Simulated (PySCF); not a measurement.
Harmonic spectrum computed at PBE0 in the def2-TZVP basis family (core potentials from Rb on, PySCF, no spin–orbit coupling):

| ω (cm⁻¹) | IR (km/mol, summed over degenerate members) | degeneracy |
| --- | --- | --- |
| 179 | 31.3 | 2 |
| 582 | 0.0 | 1 |
| 657 | 113 | 1 |

Which molecule gave it? In each, all ligands are bound to the one heavy central atom.
A. HgF₂ (singlet)
B. PbF₂ (singlet)
C. CdF₂ (singlet)
D. TlF₂ (doublet)

A. It has D∞h symmetry with Hg–F 1.918 Å (×2).
